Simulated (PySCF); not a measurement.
Job file and geometry (Å, from PBE0-D3(BJ)/def2-SVP) of an NMR shielding run on SMILES C#CB1CCC[C@H]1OC, C₇H₁₁BO, GIAO PBE0/pcSseg-1 NMR shielding, non-relativistic, gas phase in PySCF; density fitting, a coarse starting grid and PySCF grid level 2 are the driver's defaults:

```
$ OMP_NUM_THREADS=1 python probes_run.py task.json out

{"job": {"kind": "nmr", "xc": "PBE0", "basis": "pcSseg-1"}, "charge": 0, "multiplicity": 1}
C      3.058448     2.071234     0.298993
C      2.218225     1.195333     0.184031
B      1.181303     0.099157     0.032159
C      1.403326    -1.447200     0.182932
C      0.081142    -2.075433    -0.281411
C     -0.994318    -1.040935     0.051475
C     -0.346113     0.306091    -0.316855
O     -0.944275     1.460958     0.181898
C     -2.198508     1.748317    -0.354439
H      3.798524     2.844564     0.402203
H      2.318845    -1.875254    -0.252399
H      1.510949    -1.573058     1.282250
H     -0.124183    -3.058519     0.170130
H      0.111759    -2.234375    -1.373707
H     -1.204228    -1.037729     1.135999
H     -1.947144    -1.236337    -0.465467
H     -0.302710     0.342668    -1.440308
H     -2.531299     2.708529     0.064907
H     -2.161912     1.843121    -1.458598
H     -2.956292     0.980973    -0.104947
```

**Question.** Write the output of this run.

**Answer.** 
```
coarse grid: 16600 points
cycle   1  E = -372.7152746448  dE =  1.120e+00  |g| = 6.346e-01  |ddm| = 3.970e+00
cycle   2  E = -372.6465754730  dE =  6.870e-02  |g| = 8.668e-01  |ddm| = 1.499e+00
cycle   3  E = -372.7994443269  dE = -1.529e-01  |g| = 1.776e-01  |ddm| = 9.373e-01
cycle   4  E = -372.8057387290  dE = -6.294e-03  |g| = 7.799e-02  |ddm| = 1.582e-01
cycle   5  E = -372.8071165439  dE = -1.378e-03  |g| = 2.567e-02  |ddm| = 6.555e-02
cycle   6  E = -372.8072632765  dE = -1.467e-04  |g| = 4.684e-03  |ddm| = 2.360e-02
cycle   7  E = -372.8072676522  dE = -4.376e-06  |g| = 1.342e-03  |ddm| = 4.965e-03
final grid: 159968 points
cycle   8  E = -372.8710456720  dE = -4.714e-05  |g| = 1.255e-02  |ddm| = 4.167e-02
cycle   9  E = -372.8710152747  dE =  3.040e-05  |g| = 1.787e-02  |ddm| = 2.276e-02
cycle  10  E = -372.8710784075  dE = -6.313e-05  |g| = 1.547e-03  |ddm| = 1.386e-02
cycle  11  E = -372.8710789226  dE = -5.151e-07  |g| = 3.867e-04  |ddm| = 1.642e-03
cycle  12  E = -372.8710789386  dE = -1.600e-08  |g| = 2.873e-04  |ddm| = 4.580e-04
cycle  13  E = -372.8710789595  dE = -2.087e-08  |g| = 4.939e-05  |ddm| = 2.204e-04
cycle  14  E = -372.8710789600  dE = -5.564e-10  |g| = 1.399e-05  |ddm| = 5.386e-05
converged SCF energy = -372.8710789600

GIAO shielding tensors (ppm)
atom      isotropic    diamagn.    paramagn.     s11        s22        s33       span
  0 C       54.988     262.061    -207.073      2.758     16.942    145.263    142.505
  1 C       91.806     254.986    -163.181    -16.679     -6.576    298.672    315.351
  2 B       26.494     189.393    -162.899    -43.788     11.462    111.809    155.598
  3 C      151.114     254.620    -103.506    134.595    149.855    168.892     34.297
  4 C      160.562     247.642     -87.080    142.692    165.331    173.663     30.971
  5 C      152.351     250.136     -97.785    135.239    158.305    163.508     28.269
  6 C       94.560     250.968    -156.408     64.466     80.414    138.799     74.333
  7 O      303.818     395.756     -91.939    257.600    310.719    343.133     85.533
  8 C      125.090     243.227    -118.137     90.670    103.459    181.140     90.470
  9 H       26.724      32.236      -5.512     23.862     24.599     31.710      7.849
 10 H       29.598      28.632       0.966     25.037     28.616     35.141     10.104
 11 H       30.496      29.436       1.060     25.743     29.252     36.493     10.749
 12 H       29.351      28.797       0.555     24.442     27.241     36.371     11.929
 13 H       30.007      30.211      -0.204     25.575     28.140     36.306     10.731
 14 H       30.057      31.828      -1.771     26.061     29.126     34.982      8.921
 15 H       28.890      31.302      -2.411     23.751     28.707     34.214     10.463
 16 H       28.390      31.998      -3.607     24.623     29.240     31.308      6.684
 17 H       27.572      27.730      -0.158     23.600     25.107     34.008     10.408
 18 H       28.368      28.630      -0.262     24.736     26.081     34.287      9.551
 19 H       27.880      29.161      -1.282     23.573     26.353     33.713     10.141
```

**Question.** Turn these shieldings into chemical shifts. δ = σ(ref) − σ, references computed at the same level: ¹³C (184.41 ppm), ¹H (31.27 ppm) against TMS; BF3·OEt2 for ¹¹B (100.73 ppm); ¹⁷O (334.56 ppm) vs H2O.

**Answer.** Averaging equivalent atoms: C 0: 129.4; C 1: 92.6; C 6: 89.8; C 8: 59.3; C 3: 33.3; C 5: 32.1; C 4: 23.8; B 2: 74.2; O 7: 30.7; H 9: 4.54; H 17/18/19: 3.33; H 16: 2.88; H 15: 2.38; H 12: 1.92; H 10: 1.67; H 13: 1.26; H 14: 1.21; H 11: 0.77 ppm. Experimental scales use liquid or dissolved standards, which lie at an offset from isolated H2O (liquid H2O: subtract about 36 ppm).

Size and cost of the density-fitted run: 208 basis functions, 36 s wall time on 1 thread of an Arm Neoverse V1, shared host; peak memory 0.98 GiB.
